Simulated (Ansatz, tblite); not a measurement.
Adding an electron: the cluster Te4As⁺ (the lowest singlet isomer of a short search). The state is a singlet with charge 1. Geometry: PBE-D4/def2-SVP. Ansatz, gas phase; energy differences of separate SCF runs; the reduced species was run as a doublet alone.

Cartesian coordinates in Å:
```
As -1.403 -0.220 -0.854
Te 1.007 -0.507 -1.954
Te -1.326 -1.434 1.502
Te -0.418 1.168 1.238
Te 2.140 0.992 0.068
```

In the def2 sets Te takes a core potential; there is no spin–orbit coupling. The xTB rows come from tblite. The structure comes from a short search, and lower isomers may exist.

| level | −HOMO (eV) | −LUMO (eV) | vertical EA (eV) | HOMO–LUMO gap (eV) |
| --- | --- | --- | --- | --- |
| GFN1-xTB | 15.00 | 13.56 | 10.65 | 1.44 |
| GFN2-xTB | 15.29 | 13.58 | 10.46 | 1.71 |
| PBE-D4/def2-TZVP | 9.22 | 8.27 | 6.15 | 0.95 |
| r2SCAN-D4/def2-TZVP | 9.44 | 8.32 | 6.27 | 1.12 |
| PBE0-D4/def2-TZVP | 10.07 | 7.74 | 6.27 | 2.34 |

  Raw xTB energy differences between charge states are shifted by several eV; the methods need an empirical correction for them.
